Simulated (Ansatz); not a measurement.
F2Si (SMILES F[Si]F, charge +1) moved off its minimum; all values from Ansatz (a program for electronic structure), cores frozen in correlated methods. Open shells are unrestricted.
(charge 1, multiplicity 2)
```xyz
3

F     -1.31083    -0.59998    -0.03894
Si    -0.11162     0.38982     0.04469
F      1.27937    -0.33001    -0.04195
```

Give the forces (eV/Å), the total energy and the dipole at CCSD(T)/cc-pV(T+d)Z.


| atom | Fx | Fy | Fz |
|---|---|---|---|
| F1 | 0.521 | 0.883 | 0.081 |
| Si2 | 0.553 | -1.829 | -0.186 |
| F3 | -1.074 | 0.946 | 0.105 |
Energy -488.2382 hartree.
